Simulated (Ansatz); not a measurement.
B₁₃N₁₃H₃₀, a nanocrystal cut from zinc blende BN (hydrogen-capped). Charge 0, multiplicity 1. Geometry PBE-D4/def2-SVP; atoms count from 1.

Cartesian coordinates in Å:
```
B -1.751 -0.943 -0.133
B -2.103 1.275 1.212
B -1.955 -0.958 2.484
B 0.331 -1.473 1.301
B -0.032 0.748 2.637
B -1.916 1.306 -1.462
B -1.589 -0.897 -2.753
B 0.511 -1.443 -1.276
B 0.333 0.809 -2.598
B 0.174 0.738 0.021
B 2.314 0.229 1.451
B 2.493 0.259 -1.110
B 2.642 -1.975 0.161
N -2.404 -0.235 1.132
N -2.223 -0.205 -1.460
N -2.565 1.955 -0.156
N -0.180 -0.763 -0.021
N -0.524 1.403 1.279
N -0.371 -0.753 2.532
N 1.904 -1.256 1.382
N 1.555 0.906 2.681
N -0.343 1.434 -1.307
N -0.015 -0.693 -2.576
N 2.080 -1.227 -1.133
N 1.911 0.966 -2.418
N 1.746 0.901 0.132
H -2.081 -2.117 -0.170
H -2.642 1.859 2.147
H -2.221 -2.155 2.429
H -2.477 -0.395 3.450
H 0.074 -2.666 1.315
H -0.515 1.318 3.612
H -2.321 1.913 -2.449
H -1.859 -2.095 -2.763
H -1.973 -0.311 -3.768
H 0.261 -2.635 -1.353
H -0.010 1.402 -3.617
H 3.520 0.425 1.573
H 3.704 0.456 -1.059
H 2.337 -3.163 0.126
H 3.860 -1.796 0.248
H -3.419 -0.396 1.104
H -3.233 -0.365 -1.576
H -3.591 1.882 -0.228
H -2.406 2.973 -0.133
H -0.307 2.410 1.337
H -0.095 -1.243 3.393
H 2.258 -1.763 2.205
H 1.903 0.483 3.554
H 1.824 1.896 2.779
H -0.123 2.440 -1.311
H 0.379 -1.163 -3.402
H 2.545 -1.715 -1.910
H 2.377 0.563 -3.243
H 2.189 1.957 -2.454
H 2.018 1.895 0.163
```

Single mean-field runs in def2-TZVP are fitted with def2-universal-jkfit.

**Question.** Estimate the Mulliken populations of the heavy atoms from the PBE0/def2-TZVP orbitals of Ansatz.

**Answer.** 
| atom | charge (e) |
| --- | --- |
| B1 | -0.19 |
| B2 | -0.16 |
| B3 | -0.29 |
| B4 | -0.19 |
| B5 | -0.16 |
| B6 | -0.16 |
| B7 | -0.29 |
| B8 | -0.19 |
| B9 | -0.16 |
| B10 | -1.14 |
| B11 | -0.16 |
| B12 | -0.16 |
| B13 | -0.29 |
| N14 | 0.01 |
| N15 | 0.01 |
| N16 | -0.23 |
| N17 | 0.35 |
| N18 | 0.09 |
| N19 | 0.01 |
| N20 | 0.01 |
| N21 | -0.23 |
| N22 | 0.09 |
| N23 | 0.01 |
| N24 | 0.01 |
| N25 | -0.23 |
| N26 | 0.09 |
Mulliken values and Mayer orders depend strongly on the basis.

**Question.** And the Mayer bond orders between bonded heavy atoms (over 0.3)?

**Answer.** B1–N14 0.86 (1.59 Å); B1–N15 0.86 (1.59 Å); B1–N17 0.71 (1.59 Å); B2–N14 0.90 (1.54 Å); B2–N16 0.84 (1.60 Å); B2–N18 0.78 (1.59 Å); B3–N14 0.79 (1.60 Å); B3–N19 0.79 (1.60 Å); B4–N17 0.71 (1.59 Å); B4–N19 0.86 (1.59 Å); B4–N20 0.86 (1.59 Å); B5–N18 0.78 (1.59 Å); B5–N19 0.90 (1.54 Å); B5–N21 0.84 (1.60 Å); B6–N15 0.90 (1.54 Å); B6–N16 0.84 (1.60 Å); B6–N22 0.78 (1.59 Å); B7–N15 0.79 (1.60 Å); B7–N23 0.79 (1.60 Å); B8–N17 0.71 (1.59 Å); B8–N23 0.86 (1.59 Å); B8–N24 0.86 (1.59 Å); B9–N22 0.78 (1.59 Å); B9–N23 0.90 (1.54 Å); B9–N25 0.84 (1.60 Å); B10–N17 0.56 (1.54 Å); B10–N18 1.03 (1.59 Å); B10–N22 1.03 (1.59 Å); B10–N26 1.03 (1.59 Å); B11–N20 0.90 (1.54 Å); B11–N21 0.84 (1.60 Å); B11–N26 0.78 (1.59 Å); B12–N24 0.90 (1.54 Å); B12–N25 0.84 (1.60 Å); B12–N26 0.78 (1.59 Å); B13–N20 0.79 (1.60 Å); B13–N24 0.79 (1.60 Å).
